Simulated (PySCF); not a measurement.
Harmonic spectrum computed at PBE0 in the def2-TZVP basis family (core potentials from Rb on, PySCF, no spin–orbit coupling):

```json
{"ω (cm⁻¹)": "724", "IR (km/mol, summed over degenerate members)": "176", "degeneracy": "1"}
{"ω (cm⁻¹)": "760", "IR (km/mol, summed over degenerate members)": "299", "degeneracy": "2"}
{"ω (cm⁻¹)": "1977", "IR (km/mol, summed over degenerate members)": "0.0", "degeneracy": "1"}
{"ω (cm⁻¹)": "1979", "IR (km/mol, summed over degenerate members)": "500", "degeneracy": "2"}
```

Problem. Which molecule gave it? In each, all ligands are bound to the one heavy central atom.
A. GaH₃ (singlet)
B. InH₃ (singlet)
C. GeH₃ (doublet)
D. AsH₃ (singlet)
E. SnH₃ (doublet)

Solution. A. It has D3h symmetry with Ga–H 1.568 Å (×3).
